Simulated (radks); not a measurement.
Spin polarisation of the 4f9 shell in the terbium ion Tb2+. Start: [Xe] 4f(up 4.5, down 4.5); electrons of 4f are moved from spin down to spin up, other shells keep equal spins. All-electron calculation, non-relativistic Kohn-Sham, r2SCAN, spin-polarised, spherical densities, point nucleus; meta-GGA in the generalised Kohn-Sham scheme. Program: a radial shooting solver on a logarithmic mesh with Libxc functionals.

moment (Bohr magnetons)  E - E(0) (eV)  e(4f up) (eV)  e(4f down) (eV)  5p down minus up (eV)
0                                0.000        -19.742          -19.742                  0.000
1                               -0.257        -20.236          -19.210                  0.323
2                               -1.027        -20.692          -18.640                  0.646
3                               -2.309        -21.109          -18.032                  0.972
4                               -4.103        -21.484          -17.385                  1.302
5                               -6.408        -21.816          -16.698                  1.636

At moment 5 the spin-polarisation energy is -6.408 eV and the 4f exchange splitting 5.118 eV, that is 1.024 eV per Bohr magneton; E = -I m^2/4 would give I = 1.025 eV.
